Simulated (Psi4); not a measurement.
H3ClOS2Si (SMILES O[Si](S)(S)Cl), singlet, at a GFN2-xTB geometry, atoms displaced at random by about 0.08 Å a coordinate; Psi4 1.11 with HF/6-31G, gradient.

Psi4 was given this input:
```
memory 2 GB

molecule mol {
0 1
O    -0.208781    0.348946    1.838412
Si   -0.073966   -0.085014    0.236552
S     0.145004    1.928400   -0.766016
S     1.632910   -1.024948    0.078294
Cl   -1.709139   -0.959227   -0.612643
H    -0.925364    0.533339    2.126732
H     1.391395    2.167210   -0.192103
H     1.619280   -1.704881    1.368142
symmetry c1
no_reorient
no_com
}

set {
  basis 6-31g
  reference rhf
}

gradient('scf')
print_variables()
```

Q: Write the output that Psi4 gives for this input, abridged.

A: 
```
gradient() will perform analytic gradient computation.

   => Loading Basis Set <=

    Name: 6-31G
    Role: ORBITAL
    Keyword: BASIS

         ---------------------------------------------------------
                                   SCF
               by Justin Turney, Rob Parrish, Andy Simmonett
                          and Daniel G. A. Smith
                              RHF Reference
         ---------------------------------------------------------

  ==> Geometry <==

    Molecular point group: c1
    Full point group: C1

    Geometry (in Angstrom), charge = 0, multiplicity = 1:

       Center              X                  Y                   Z               Mass
    ------------   -----------------  -----------------  -----------------  -----------------
         O           -0.208781000000     0.348946000000     1.838412000000    15.994914619570
         SI          -0.073966000000    -0.085014000000     0.236552000000    27.976926534650
         S            0.145004000000     1.928400000000    -0.766016000000    31.972071174400
         S            1.632910000000    -1.024948000000     0.078294000000    31.972071174400
         CL          -1.709139000000    -0.959227000000    -0.612643000000    34.968852682000
         H           -0.925364000000     0.533339000000     2.126732000000     1.007825032230
         H            1.391395000000     2.167210000000    -0.192103000000     1.007825032230
         H            1.619280000000    -1.704881000000     1.368142000000     1.007825032230

  Running in c1 symmetry.

  Rotational constants: A =      0.06096  B =      0.05862  C =      0.04188 [cm^-1]
  Rotational constants: A =   1827.64003  B =   1757.34571  C =   1255.45114 [MHz]
  Nuclear repulsion =  448.450456409211426

  Charge       = 0
  Multiplicity = 1
  Electrons    = 74
  Nalpha       = 37
  Nbeta        = 37

  ==> Algorithm <==

  SCF Algorithm Type is DF.
  DIIS enabled.
  MOM disabled.
  Fractional occupation disabled.
  Guess Type is SAD.
  Energy threshold   = 1.00e-08
  Density threshold  = 1.00e-08
  Integral threshold = 1.00e-12

  ==> Primary Basis <==

  Basis Set: 6-31G
    Blend: 6-31G
    Number of shells: 39
    Number of basis functions: 67
    Number of Cartesian functions: 67
    Spherical Harmonics?: false
    Max angular momentum: 1

   => Loading Basis Set <=

    Name: (6-31G AUX)
    Role: JKFIT
    Keyword: DF_BASIS_SCF

  ==> Integral Setup <==

  SCF_SUBTYPE=INCORE selected. In-core MEM_DF algorithm will be used.
  Using in-core AOs.

  ==> MemDFJK: Density-Fitted J/K Matrices <==

    J tasked:                   Yes
    K tasked:                   Yes
    wK tasked:                   No
    Algorithm:                 Core
    Schwarz Cutoff:           1E-12
    Mask sparsity (%):       5.6583
    Fitting Condition:        1E-10

   => Auxiliary Basis Set <=

  Basis Set: (6-31G AUX)
    Blend: CC-PVDZ-JKFIT
    Number of shells: 195
    Number of basis functions: 676
    Number of Cartesian functions: 676
    Spherical Harmonics?: false
    Max angular momentum: 3

  Minimum eigenvalue in the overlap matrix is 6.6420402810E-03.
  Reciprocal condition number of the overlap matrix is 1.5224912916E-03.
    Using symmetric orthogonalization.

  ==> Pre-Iterations <==

  SCF Guess: Superposition of Atomic Densities via on-the-fly atomic UHF (no occupation information).

   -------------------------
    Irrep   Nso     Nmo
   -------------------------
     A         67      67
   -------------------------
    Total      67      67
   -------------------------

  ==> Iterations <==

                           Total Energy        Delta E     RMS |[F,P]|

   @DF-RHF iter SAD: -1619.82071721767011   -1.61982e+03   0.00000e+00
   @DF-RHF iter   1: -1619.76272656244100    5.79907e-02   7.47504e-03 DIIS/ADIIS
   @DF-RHF iter   2: -1619.88193697779502   -1.19210e-01   3.98091e-03 DIIS/ADIIS
   @DF-RHF iter   3: -1619.90922512738416   -2.72881e-02   5.88014e-04 DIIS/ADIIS
[...]
  @DF-RHF Final Energy: -1619.91048339275017
    Total Energy =                      -1619.9104833927501659
[...]

Computation Completed

Properties will be evaluated at   0.000000,   0.000000,   0.000000 [a0]

Properties computed using the SCF density matrix

 Multipole Moments:

 ------------------------------------------------------------------------------------
     Multipole            Electronic (a.u.)      Nuclear  (a.u.)        Total (a.u.)
 ------------------------------------------------------------------------------------

 L = 1.  Multiply by 2.5417464519 to convert [e a0] to [Debye]
 Dipole X            :          2.3562114           -2.3228514            0.0333601
 Dipole Y            :         -1.9143384            1.4086264           -0.5057120
 Dipole Z            :          1.2449440           -0.1827138            1.0622302
 Magnitude           :                                                    1.1769412

 ------------------------------------------------------------------------------------

         ------------------------------------------------------------
                                   SCF GRAD
                          Rob Parrish, Justin Turney,
                       Andy Simmonett, and Alex Sokolov
         ------------------------------------------------------------

  ==> Geometry <==

    Molecular point group: c1
    Full point group: C1

    Geometry (in Angstrom), charge = 0, multiplicity = 1:

       Center              X                  Y                   Z               Mass
    ------------   -----------------  -----------------  -----------------  -----------------
         O           -0.208781000000     0.348946000000     1.838412000000    15.994914619570
         SI          -0.073966000000    -0.085014000000     0.236552000000    27.976926534650
         S            0.145004000000     1.928400000000    -0.766016000000    31.972071174400
         S            1.632910000000    -1.024948000000     0.078294000000    31.972071174400
         CL          -1.709139000000    -0.959227000000    -0.612643000000    34.968852682000
         H           -0.925364000000     0.533339000000     2.126732000000     1.007825032230
         H            1.391395000000     2.167210000000    -0.192103000000     1.007825032230
         H            1.619280000000    -1.704881000000     1.368142000000     1.007825032230

  Nuclear repulsion =  448.450456409211426

  ==> Basis Set <==

  Basis Set: 6-31G
    Blend: 6-31G
    Number of shells: 39
    Number of basis functions: 67
    Number of Cartesian functions: 67
    Spherical Harmonics?: false
    Max angular momentum: 1

  ==> DFJKGrad: Density-Fitted SCF Gradients <==

    Gradient:                    1
    J tasked:                  Yes
    K tasked:                  Yes
    wK tasked:                  No
    Integrals threads:           1
    Schwarz Cutoff:          1E-12
    Fitting Condition:       1E-10

   => Auxiliary Basis Set <=

  Basis Set: (6-31G AUX)
    Blend: CC-PVDZ-JKFIT
    Number of shells: 195
    Number of basis functions: 676
    Number of Cartesian functions: 676
    Spherical Harmonics?: false
    Max angular momentum: 3

  -Total Gradient:
     Atom            X                  Y                   Z
    ------   -----------------  -----------------  -----------------
       1       -0.249321171261     0.085983071483     0.105312472387
       2        0.037043718405    -0.097471377274     0.005699611310
       3       -0.014093711017     0.006406548414    -0.004268654168
       4       -0.101532522244     0.083637255545    -0.027989922196
       5        0.039876002747     0.021286259548     0.012475388446
       6        0.274632066904    -0.081451850495    -0.135555638205
       7        0.016549586563    -0.001017193708     0.007730016231
       8       -0.003153970141    -0.017372713545     0.036596726206

  Variable Map:
  ----------------------------------------------------------------------------
[...]
  Array Variable Map:
  ----------------------------------------------------------------------------
[...]
[...]
```
